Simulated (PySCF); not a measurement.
C8H8S, SMILES c1cc(ccc1S)C=C (GFN2-xTB optimised geometry):

```
17

C     -1.005    -3.175    -0.005
C     -1.458    -1.926    -0.001
C     -0.660    -0.708     0.000
C     -1.312     0.527     0.001
C     -0.609     1.714     0.001
C      0.779     1.691     0.000
S      1.736     3.176    -0.001
C      1.449     0.472     0.000
C      0.737    -0.708     0.000
H     -1.681    -4.013    -0.007
H      0.043    -3.417    -0.009
H     -2.528    -1.759     0.001
H     -2.392     0.557     0.001
H     -1.139     2.657     0.001
H      0.699     4.013    -0.008
H      2.528     0.461     0.000
H      1.277    -1.642     0.000
```

Method: B3LYP/def2-SVP run with PySCF.

Question: What are the frontier orbital energies and the dipole moment?

Answer: HOMO-2 -7.34 eV, HOMO-1 -7.26 eV, HOMO -5.75 eV, LUMO -1.10 eV, LUMO+1 -0.37 eV; dipole moment 0.90 D.

Meta-Löwdin charges at B3LYP/def2-SVP: C1 -0.23, C2 -0.09, C3 0.00, C4 -0.10, C5 -0.12, C6 -0.05, S7 0.00, C8 -0.11, C9 -0.09, H10 0.11, H11 0.10, H12 0.10, H13 0.10, H14 0.10, H15 0.08, H16 0.11, H17 0.10.
